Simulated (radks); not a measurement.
The numbers below are computed, except where a source is named.
Q: The mean radii <r> (bohr) of the occupied orbitals of an atom or ion are listed with their occupations. Level of theory: scalar-relativistic Kohn-Sham, SOGGA, spin-polarised, spherical densities, finite nucleus; Fermi nuclear charge, rms radius of each element as measured or else 0.836 A^(1/3) + 0.57 fm (a radial shooting solver on a logarithmic mesh with Libxc functionals).

| orbital | occ. | <r> |
|---|---|---|
| 1s up | 1 | 0.03187 |
| 1s down | 1 | 0.03187 |
| 2s up | 1 | 0.1384 |
| 2s down | 1 | 0.1384 |
| 2p up | 3 | 0.1207 |
| 2p down | 3 | 0.1206 |
| 3s up | 1 | 0.3795 |
| 3s down | 1 | 0.3794 |
| 3p up | 3 | 0.3788 |
| 3p down | 3 | 0.3786 |
| 3d up | 5 | 0.3576 |
| 3d down | 5 | 0.3573 |
| 4s up | 1 | 0.9340 |
| 4p up | 3 | 1.018 |
| 4p down | 3 | 1.020 |
| 4d up | 5 | 1.301 |
| 4d down | 3 | 1.312 |
| 5s up | 1 | 2.468 |

Name the element and its charge. Open shells, if any, are filled with parallel spins first.

A: Z = 46, palladium, charge +2: Pd2+ in [Ar] 3d10 4s1 4p6 4d8 5s1. The 1s radius gives Z: for a bare nucleus <r> = (2 gamma + 1)/(2Z) with gamma = sqrt(1 - (Z/c)^2), 0.03135 bohr for Z = 46, and screening makes it slightly larger (0.03187 here). The occupations add up to 44, and the charge is Z minus that.
